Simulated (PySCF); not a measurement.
CdS, SMILES [Cd]=[S]. Geometry optimised at PBE-D3(BJ)/def2-TZVPD. The def2 effective core potentials stand for the cores of Cd; spin–orbit coupling is left out.

Give the equilibrium geometry at PBE-D3(BJ)/def2-TZVPD (PySCF confirms it by a frequency run) as bond lengths and angles, and its point group. (The exact figures need the calculation; the answer reports its results.)

point group C∞v.
Atoms: Cd1 S2. Bonds (Å): Cd1–S2 2.252.
